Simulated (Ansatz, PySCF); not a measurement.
C4H10OSi, SMILES C=C[C@H]([SiH3])CO.

The structure is a stationary point at PBE0-D3(BJ)/def2-SVP. The structure was generated by enumeration; whether it is a known compound was not checked. The values are those of a single conformer.

Vertical ionisation energy (IE) and electron affinity (EA) in eV. Rows of orbital energies are one-electron estimates. Where ΔSCF, EOM or ADC give a negative EA the extra electron is unbound and the value depends on the basis.

```json
[
 {"level": "−ε(HOMO), −ε(LUMO), M06-2X/def2-TZVP (PySCF)", "IE": "8.38", "EA": "-0.68"},
 {"level": "−ε(HOMO), −ε(LUMO), PBE/def2-TZVP (PySCF)", "IE": "6.14", "EA": "1.15"},
 {"level": "ΔSCF, PBE0/def2-SVPD (Ansatz), final states of multiplicity 2 and 2", "IE": "9.17", "EA": "-1.31"},
 {"level": "ΔSCF, PBE/def2-SVPD (Ansatz), final states of multiplicity 2 and 2", "IE": "8.90", "EA": "-1.07"}
]
```

**Question.** What vertical singlet–triplet gap does ΔSCF give with PBE0/def2-SVPD (Ansatz, a quantum-chemistry and plane-wave program) and with PBE/def2-SVPD (Ansatz)? (An estimate is asked for; the answer gives what the named calculation found.)

**Answer.** 4.10 and 4.19 eV (triplet above singlet where positive).
